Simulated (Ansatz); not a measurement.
One change: `CB[Se]C` becomes `C[Se][BH][AlH2]`.

Ansatz, PBE0-D4/def2-TZVP geometries, multiplicity 1. Each molecule was computed in one conformer, which needn't be the lowest.

Scalar relativity is left out up to krypton. Spin–orbit coupling is left out; it splits and shifts lone-pair levels of the heavy atoms by tenths of an eV.

| property | `CB[Se]C` |
| --- | --- |
| HOMO energy (PBE/def2-TZVPP) / eV | -6.03 |
| HOMO–LUMO gap (PBE/def2-TZVPP) / eV | 4.41 |
| LUMO energy (PBE/def2-TZVPP) / eV | -1.63 |
| LUMO energy (PBE0/def2-TZVPP) / eV | -0.72 |
| HOMO energy (ωB97M-V/def2-TZVPP) / eV | -9.21 |
| HOMO–LUMO gap (PBE0/def2-TZVPP) / eV | 6.36 |

Task: What does the change do to each property? (An estimate is asked.)

Result: The calculation gave: 
```tsv
property	`C[Se][BH][AlH2]`	shift
HOMO energy (PBE/def2-TZVPP) / eV	-6.06	-0.03
HOMO–LUMO gap (PBE/def2-TZVPP) / eV	3.51	-0.90
LUMO energy (PBE/def2-TZVPP) / eV	-2.55	-0.92
LUMO energy (PBE0/def2-TZVPP) / eV	-1.71	-0.99
HOMO energy (ωB97M-V/def2-TZVPP) / eV	-9.26	-0.05
HOMO–LUMO gap (PBE0/def2-TZVPP) / eV	5.48	-0.88
```

With PBE0 the HOMO falls by 0.11 eV and the LUMO falls by 0.99 eV, so the gap narrows by about 0.88 eV. PBE moves the HOMO by -0.03 eV and ωB97M-V by -0.05 eV.

Positive LUMOs are unbound, so they and the gaps depend on the basis.
